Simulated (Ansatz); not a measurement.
`F[CH2][AlH][GaH2]` and `F[CH2][AlH][O][SiH3]` differ in one atom or group.

Ansatz, PBE0-D4/def2-TZVP geometries, multiplicity 1. Each molecule was computed in one conformer, which needn't be the lowest.

Scalar relativity is left out up to krypton.

```csv
property,`F[CH2][AlH][GaH2]`
HOMO energy (B3LYP/def2-TZVPP) / eV,-6.81
HOMO–LUMO gap (B3LYP/def2-TZVPP) / eV,4.50
LUMO energy (B3LYP/def2-TZVPP) / eV,-2.30
LUMO energy (ωB97M-V/def2-TZVPP) / eV,-0.34
HOMO energy (PBE/def2-TZVPP) / eV,-5.93
LUMO energy (PBE/def2-TZVPP) / eV,-2.87
```

(1) What does the change do to each property? (Best estimate.)

## Answers

(1) The calculation gave: 
```json
{"property": "HOMO energy (B3LYP/def2-TZVPP) / eV", "`F[CH2][AlH][O][SiH3]`": "-7.66", "shift": "-0.85"}
{"property": "HOMO–LUMO gap (B3LYP/def2-TZVPP) / eV", "`F[CH2][AlH][O][SiH3]`": "6.44", "shift": "1.94"}
{"property": "LUMO energy (B3LYP/def2-TZVPP) / eV", "`F[CH2][AlH][O][SiH3]`": "-1.22", "shift": "1.08"}
{"property": "LUMO energy (ωB97M-V/def2-TZVPP) / eV", "`F[CH2][AlH][O][SiH3]`": "0.57", "shift": "0.91"}
{"property": "HOMO energy (PBE/def2-TZVPP) / eV", "`F[CH2][AlH][O][SiH3]`": "-6.44", "shift": "-0.51"}
{"property": "LUMO energy (PBE/def2-TZVPP) / eV", "`F[CH2][AlH][O][SiH3]`": "-1.76", "shift": "1.11"}
```

With PBE0 the HOMO falls by 0.87 eV and the LUMO rises by 1.09 eV, so the gap widens by about 1.96 eV. PBE moves the HOMO by -0.51 eV and ωB97M-V by -1.16 eV.

Positive LUMOs are unbound, so they and the gaps depend on the basis.

B3LYP here is the variant with VWN-RPA as its local correlation; programs differ in this.
